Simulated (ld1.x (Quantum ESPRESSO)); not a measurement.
Transferability test, TM potential for Tm (Z = 69)

ld1.x (Quantum ESPRESSO) 7.5 input, shortened:

```
&input
   title='Tm', zed=69., rel=1, dft='PBE', iswitch=3,
   config='[Xe] 4f12 5d0 6s0 6p0'
 /
 &inputp
   pseudotype=2, tm=.true., lloc=2,
   nlcc=.false.
 /
3
5S  1  0   2.00   0.00  1.70  1.70  0.0
5P  2  1   6.00   0.00  2.05  2.05  0.0
5D  3  2   0.00   0.00  2.55  2.55  0.0
 &test
   configts(1)='5s2 5p6 5d0 6s0 6p0'
 /
```

Energies are relative to the spin-unpolarised reference configuration 5s2 5p6 5d0 6s0 6p0; without spin polarisation the order of configurations can differ from experiment.

**Question.** Give the all-electron excitation energy and the error of the potential for: 5s2 5p6 5d1 6s2 6p0; 5s2 5p6 5d1 6s1 6p0; 5s2 5p6 5d1 6s0 6p0; 5s2 5p5 5d1 6s2 6p0; 5s1 5p6 5d1 6s2 6p0; 5s2 5p6 5d1 6s1 6p1; 5s2 5p6 5d0 6s2 6p0.

**Answer.**

```tsv
valence configuration	charge	ΔE all-electron (eV)	error AE − PS (meV)
5s2 5p6 5d1 6s2 6p0	0	-40.044	-561
5s2 5p6 5d1 6s1 6p0	+1	-32.896	-410
5s2 5p6 5d1 6s0 6p0	+2	-19.962	+8.5
5s2 5p5 5d1 6s2 6p0	+1	-4.360	-1211
5s1 5p6 5d1 6s2 6p0	+1	23.516	-1361
5s2 5p6 5d1 6s1 6p1	0	-36.793	-83
5s2 5p6 5d0 6s2 6p0	+1	-34.544	-981
```

Levels in the configuration 5s2 5p6 5d1 6s1 6p0:

| level | all-electron (eV) | pseudo (eV) |
| --- | --- | --- |
| 5s | -64.281 | -64.393 |
| 5p | -37.005 | -37.165 |
| 5d | -8.038 | -8.283 |
| 6s | -9.934 | -9.674 |
